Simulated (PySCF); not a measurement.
Simulation results for AlFH

Computed with PySCF 2.14.0. Calculation on a computer-drawn molecule: vertical ionisation energy to the stated ion spin, frozen-core CCSD(T) at the basis limit and cheaper methods, single-reference cases, UHF for radicals, no spin-orbit; all values are single points at the evaluated structure, the first of each entry, which is the reference or a displaced copy of it and isn't optimised; the reference structure only sets the zero of the energies above reference; triples share is (T) over the correlation energy.

Common to all runs: charge 1; multiplicity 1; ion multiplicity 2; diffuse functions no; basis cc-pV(n+d)Z; reference is the Hartree-Fock double-zeta minimum; best is HF at quadruple zeta + MP2 correlation extrapolated from triple and quadruple zeta + CCSD(T) minus MP2 at triple zeta; basis step is the size of the change from the same recipe one zeta lower.

```yaml
- entry: 1
  formula: AlFH
  evaluated_structure:
    atoms_angstrom:
      - [F, 0.3505, 2.1912, -0.6441]
      - [Al, -0.7959, 2.6126, 0.3928]
      - [H, -1.8943, 3.0164, 1.3863]
  reference_structure:
    atoms_angstrom:
      - [F, 0.3505, 2.1912, -0.6441]
      - [Al, -0.7959, 2.6126, 0.3928]
      - [H, -1.8943, 3.0164, 1.3863]
  given:
    drawn_bonds_atom: [1, 2]
    drawn_bonds_other_atom: [2, 3]
    drawn_bonds_order: [1, 1]
  results:
    "ionisation_energy_best [eV]": 21.25
    "ionisation_energy_basis_step [eV]": 0.007568
    "energy_above_reference_best [kcal/mol]": 0.0
    "energy_above_reference_basis_step [kcal/mol]": 0.0
    triple_zeta_method: [HF, PBE, r2SCAN, B3LYP, wB97X, MP2, CCSD, "CCSD(T)"]
    "triple_zeta_ionisation_energy [eV]": [20.36, 20.8, 20.88, 21.17, 21.3, 20.95, 21.21, 21.16]
    "triple_zeta_energy_above_reference [kcal/mol]": [0.0, 0.0, 0.0, 0.0, 0.0, 0.0, 0.0, 0.0]
    "ionisation_energy_Koopmans_at_triple_zeta [eV]": 21.4
    "ionisation_energy_EOM_CCSD_at_triple_zeta [eV]": 21.28
    "total_energy_HF_triple_zeta [hartree]": -341.7529
    "total_energy_CCSD(T)_triple_zeta [hartree]": -342.0782
    "total_energy_best [hartree]": -342.1374
    T1_diagnostic_at_triple_zeta: 0.01489
    D1_diagnostic_at_triple_zeta: 0.02779
    ion_T1_diagnostic_at_triple_zeta: 0.03064
    ion_D1_diagnostic_at_triple_zeta: 0.1083
    ion_spin_squared_at_triple_zeta: 0.7529
    triples_share_at_triple_zeta: 0.02647
    basis_functions_triple_zeta: 83
- entry: 2
  formula: AlFH
  evaluated_structure:
    atoms_angstrom:
      - [F, 0.3901, 2.1584, -0.6589]
      - [Al, -0.8368, 2.5808, 0.3575]
      - [H, -1.92, 3.0174, 1.4252]
  reference_structure:
    atoms_angstrom:
      - [F, 0.3505, 2.1912, -0.6441]
      - [Al, -0.7959, 2.6126, 0.3928]
      - [H, -1.8943, 3.0164, 1.3863]
  given:
    drawn_bonds_atom: [1, 2]
    drawn_bonds_other_atom: [2, 3]
    drawn_bonds_order: [1, 1]
  results:
    ion_T1_diagnostic_at_triple_zeta: null
    "total_energy_best [hartree]": null
- entry: 3
  formula: AlFH
  evaluated_structure:
    atoms_angstrom:
      - [F, 0.3279, 2.2833, -0.6355]
      - [Al, -0.8072, 2.5851, 0.4395]
      - [H, -1.8977, 2.9968, 1.4358]
  reference_structure:
    atoms_angstrom:
      - [F, 0.3505, 2.1912, -0.6441]
      - [Al, -0.7959, 2.6126, 0.3928]
      - [H, -1.8943, 3.0164, 1.3863]
  given:
    drawn_bonds_atom: [1, 2]
    drawn_bonds_other_atom: [2, 3]
    drawn_bonds_order: [1, 1]
  results:
    ion_spin_squared_at_triple_zeta: null
    ion_D1_diagnostic_at_triple_zeta: null
```

To be estimated
1. AlFH (entry 2): ion T1 diagnostic at triple zeta?
2. Estimate the total energy best of AlFH (entry 2).
3. Give the missing ion spin squared at triple zeta for AlFH (entry 3).
4. Give the missing ion D1 diagnostic at triple zeta for AlFH (entry 3).

Answers
1. 0.03163
2. -342.1351 hartree
3. 0.7525
4. 0.1063

Further results for AlFH (entry 2):

| Quantity | Value |
| --- | --- |
| ionisation energy best | 21.07 eV |
| ionisation energy basis step | 0.01854 eV |
| energy above reference best | 1.419 kcal/mol |
| energy above reference basis step | 0.2255 kcal/mol |
| ionisation energy Koopmans at triple zeta | 21.22 eV |
| ionisation energy EOM CCSD at triple zeta | 21.1 eV |
| total energy HF triple zeta | -341.7487 hartree |
| total energy CCSD(T) triple zeta | -342.0761 hartree |
| T1 diagnostic at triple zeta | 0.01579 |
| D1 diagnostic at triple zeta | 0.02954 |
| ion D1 diagnostic at triple zeta | 0.1096 |
| ion spin squared at triple zeta | 0.7547 |
| triples share at triple zeta | 0.02729 |
| basis functions triple zeta | 83 |

Triple zeta:
```
 method  ionisation energy (eV)  energy above reference (kcal/mol)
     HF                   20.18                              2.627
    PBE                   20.58                             0.5451
 r2SCAN                   20.67                              1.348
  B3LYP                   20.95                              1.319
  wB97X                    21.1                              1.534
    MP2                   20.76                               1.37
   CCSD                   21.02                              1.549
CCSD(T)                   20.97                              1.346
```

Further results for AlFH (entry 3):

| Property | Result |
| --- | --- |
| ionisation energy best | 21.25 eV |
| ionisation energy basis step | 0.005616 eV |
| energy above reference best | 0.09052 kcal/mol |
| energy above reference basis step | 0.07009 kcal/mol |
| ionisation energy Koopmans at triple zeta | 21.4 eV |
| ionisation energy EOM CCSD at triple zeta | 21.28 eV |
| total energy HF triple zeta | -341.7530 hartree |
| total energy CCSD(T) triple zeta | -342.0780 hartree |
| total energy best | -342.1373 hartree |
| T1 diagnostic at triple zeta | 0.01473 |
| D1 diagnostic at triple zeta | 0.02761 |
| ion T1 diagnostic at triple zeta | 0.0301 |
| triples share at triple zeta | 0.02631 |
| basis functions triple zeta | 83 |

Triple zeta:
```
 method  ionisation energy (eV)  energy above reference (kcal/mol)
     HF                   20.35                            -0.1025
    PBE                    20.8                              0.241
 r2SCAN                   20.88                             0.1126
  B3LYP                   21.17                             0.1267
  wB97X                    21.3                            0.09264
    MP2                   20.95                              0.152
   CCSD                    21.2                            0.08934
CCSD(T)                   21.16                             0.1267
```
